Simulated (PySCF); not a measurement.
Species: C₂H₇FSi₂.
Structure used (PBE0-D3(BJ)/def2-SVP), in Å, numbered top down from 1:
```xyz
12
C2H7FSi2 angstrom
C     -1.6313    0.4670    0.9994
C     -1.5196   -0.4276    0.0100
Si     0.0708   -0.7654   -0.8967
F      0.4467   -2.3508   -0.7450
Si     1.8495    0.4990   -0.0332
H     -2.5851    0.6656    1.5006
H     -0.7754    1.0494    1.3614
H     -2.4204   -0.9778   -0.2950
H     -0.1079   -0.5227   -2.3606
H      1.9597    0.3217    1.4476
H      1.6271    1.9503   -0.3239
H      3.1311    0.0706   -0.6708
```

Jobs on this species (12 atoms, 56 electrons) with PySCF (density fitting). Hardware of each: one thread of an Arm Neoverse V1, no GPU, on a shared host. Other jobs ran on the host; a repeat could differ by tens of per cent or more. Peak memory is the resident size of the whole Python process, interpreter and libraries included.

```json
{"level and settings": "delta-SCF UKS B3LYP, pcX-2 on the ionised atom, pcseg-1 elsewhere, spin-free X2C", "work": "ΔSCF core ionisation, 7 holes", "basis functions": "155", "SCF cycles": "?", "wall time": "?", "peak memory": "?"}
{"level and settings": "delta-SCF UKS PBE, pcX-2 on the ionised atom, pcseg-1 elsewhere, spin-free X2C", "work": "ΔSCF core ionisation, 7 holes", "basis functions": "155", "SCF cycles": "?", "wall time": "?", "peak memory": "?"}
{"level and settings": "delta-SCF UKS PBE0, pcX-2 on the ionised atom, pcseg-1 elsewhere, spin-free X2C", "work": "ΔSCF core ionisation, 7 holes", "basis functions": "155", "SCF cycles": "95", "wall time": "49 s", "peak memory": "0.58 GiB"}
{"level and settings": "delta-SCF UKS HF, pcX-2 on the ionised atom, pcseg-1 elsewhere, spin-free X2C", "work": "ΔSCF core ionisation, 7 holes", "basis functions": "155", "SCF cycles": "92", "wall time": "30 s", "peak memory": "0.58 GiB"}
{"level and settings": "delta-SCF UKS SCAN, pcX-1 on the ionised atom, pcseg-1 elsewhere, spin-free X2C", "work": "ΔSCF core ionisation, 7 holes", "basis functions": "135", "SCF cycles": "106", "wall time": "34 s", "peak memory": "0.58 GiB"}
{"level and settings": "delta-SCF UKS SCAN, pcX-2 on the ionised atom, pcseg-1 elsewhere, spin-free X2C", "work": "ΔSCF core ionisation, 7 holes", "basis functions": "155", "SCF cycles": "107", "wall time": "41 s", "peak memory": "0.53 GiB"}
{"level and settings": "delta-SCF UKS SCAN, def2-TZVP on the ionised atom, pcseg-1 elsewhere, spin-free X2C", "work": "ΔSCF core ionisation, 7 holes", "basis functions": "132", "SCF cycles": "105", "wall time": "38 s", "peak memory": "0.58 GiB"}
{"level and settings": "delta-SCF UKS SCAN, pcX-2 on the ionised atom, pcseg-1 elsewhere, non-relativistic", "work": "ΔSCF core ionisation, 7 holes", "basis functions": "155", "SCF cycles": "107", "wall time": "40 s", "peak memory": "0.64 GiB"}
{"level and settings": "PBE0-D3(BJ)/def2-SVP, grid level 1", "work": "geometry optimisation from a GFN2-xTB start shaken at random", "basis functions": "113", "SCF cycles": "92", "wall time": "64 s", "peak memory": "0.46 GiB"}
```

Problem. Fill in the missing figures.

Solution. 
- delta-SCF UKS B3LYP, pcX-2 on the ionised atom, pcseg-1 elsewhere, spin-free X2C; ΔSCF core ionisation, 7 holes: 50 s, 0.58 GiB, 96 SCF cycles
- delta-SCF UKS PBE, pcX-2 on the ionised atom, pcseg-1 elsewhere, spin-free X2C; ΔSCF core ionisation, 7 holes: 25 s, 0.64 GiB, 106 SCF cycles

Problem. What do all jobs in the table cost together?

Solution. About 6.2 min; the longest takes about 17 % of that, and about 2.6 times as long as the shortest.
